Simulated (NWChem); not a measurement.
System: CdCl, doublet; SMILES [Cl][Cd]

Input file for NWChem:

```
start job
memory heap 200 mb stack 900 mb global 1100 mb
geometry units angstroms noautoz
  Cd     0.000000     0.000000    -0.603652
  Cl     0.000000     0.000000     1.764036
end
basis spherical
  * library def2-svp
end
ecp
  Cd library def2-ecp
end
dft
  odft
  mult 2
  xc r2scan0
  iterations 150
  mulliken
end
task dft energy
```

Structure relaxed at the PBE0/def2-SVP, spin-unrestricted level. This spin state was assumed; another may lie lower. No stability test was run on the SCF state. def2 effective core potentials on Cd; no spin-orbit coupling.

Task: Give the results of this calculation. (r2SCAN0/def2-SVP with def2 effective core potentials on Cd, spin-unrestricted.) Quantities: energy (Ha); highest occupied level (eV); lowest empty minus highest occupied level, either spin (eV); dipole (D); <S²>.

Result: 
```json
{
  "energy (Ha)": "-627.79",
  "highest occupied level (eV)": "-6.75",
  "lowest empty minus highest occupied level, either spin (eV)": "3.19",
  "dipole (D)": "3.45",
  "<S²>": "0.754"
}
```
